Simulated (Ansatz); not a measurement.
Ansatz (a program for electronic structure) input for TCNQ (C12H4N4), SMILES C(#N)C(=c1ccc(=C(C#N)C#N)cc1)C#N, CAM-B3LYP-D3(BJ)/def2-SVP. Coordinates come from a CAM-B3LYP-D3(BJ)/def2-SVP optimisation.

Ansatz 0.2 input:
```yaml
crystal:
  periodic: [false, false, false]
  atoms:
    - {symbol: N, position_ang: [0.00000000, -2.21221029, 4.13886932]}
    - {symbol: C, position_ang: [0.00000000, -1.21952679, 3.54887145]}
    - {symbol: C, position_ang: [0.00000000, -0.00000000, 2.79818183]}
    - {symbol: C, position_ang: [-0.00000000, 1.21952679, 3.54887146]}
    - {symbol: N, position_ang: [0.00000000, 2.21221028, 4.13886932]}
    - {symbol: C, position_ang: [0.00000000, -0.00000000, 1.42472607]}
    - {symbol: C, position_ang: [-0.00000000, 1.24281414, 0.67335546]}
    - {symbol: C, position_ang: [0.00000001, 1.24281414, -0.67335546]}
    - {symbol: C, position_ang: [-0.00000000, 0.00000000, -1.42472607]}
    - {symbol: C, position_ang: [-0.00000000, 0.00000000, -2.79818183]}
    - {symbol: C, position_ang: [-0.00000000, 1.21952679, -3.54887145]}
    - {symbol: N, position_ang: [-0.00000000, 2.21221029, -4.13886932]}
    - {symbol: C, position_ang: [0.00000000, -1.21952679, -3.54887146]}
    - {symbol: N, position_ang: [-0.00000000, -2.21221028, -4.13886932]}
    - {symbol: C, position_ang: [0.00000000, -1.24281414, -0.67335546]}
    - {symbol: C, position_ang: [-0.00000001, -1.24281414, 0.67335546]}
    - {symbol: H, position_ang: [-0.00000000, 2.18458979, 1.22414998]}
    - {symbol: H, position_ang: [-0.00000000, 2.18458979, -1.22414998]}
    - {symbol: H, position_ang: [0.00000000, -2.18458979, -1.22414998]}
    - {symbol: H, position_ang: [0.00000000, -2.18458979, 1.22414998]}
basis:
  gaussian:
    orbitals: def2-SVP
hamiltonian:
  xc: cam_b3lyp
  dispersion: d3bj
```

It prints:

```
Functional definition: CAM-B3LYP
integrals: 0.39 GiB planned
2816 factors; their error is unknown
integrals: 0.40 GiB planned
559 factors; integrals over basis functions are off by at most 6.9e-6 eV
mean field: 3.22 GiB planned
mean field evaluation 1: about -18429.5983 eV, gradient 7.4e1 eV
mean field evaluation 2: about -18410.9064 eV, gradient 1.2e2 eV
mean field evaluation 4: about -18441.5014 eV, gradient 3.2e0 eV
mean field evaluation 8: about -18441.5240 eV, gradient 3.8e-1 eV
mean field evaluation 16: about -18441.4657 eV, gradient 7.5e-4 eV
mean field -18441.46572628 eV, -677.7113653665 hartree, gradient 4.2e-5 eV, S^2 0.000000; 0 other end points of the search recorded, 0 dependent functions left out
reference -18441.46589051 eV, -677.7113714017 hartree; 52, 52 occupied and 192, 192 virtual orbitals, 2816 factors
Total energy: -18442.09231778 eV, -677.7343921791 hartree
```

The run converged.

Cost: about 26 core-seconds (a rough figure).
